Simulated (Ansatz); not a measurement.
FHSe (SMILES F[SeH]) moved off its minimum; all values from Ansatz (a first-principles code), cores frozen in correlated methods.
(charge 0, multiplicity 1)
```xyz
3

Se    -0.10138    -0.19756     0.26111
H     -0.91185    -0.94320    -0.85032
F      0.56929     0.92265    -0.87359
```

Forces at r2SCAN/def2-TZVPP (eV/Å):

| atom | Fx | Fy | Fz |
|---|---|---|---|
| Se1 | -1.155 | -1.272 | -0.728 |
| H2 | 0.727 | 0.618 | 1.203 |
| F3 | 0.428 | 0.654 | -0.475 |

**Question.** Give the forces (eV/Å), the total energy and the dipole at CCSD(T)/aug-cc-pVTZ.

**Answer.** 
```
atom      Fx      Fy      Fz
----  ------  ------  ------
Se1   -1.190  -1.334  -0.655
H2     0.738   0.634   1.196
F3     0.452   0.700  -0.541
```
Energy -2500.3686 hartree, dipole 1.60 D.
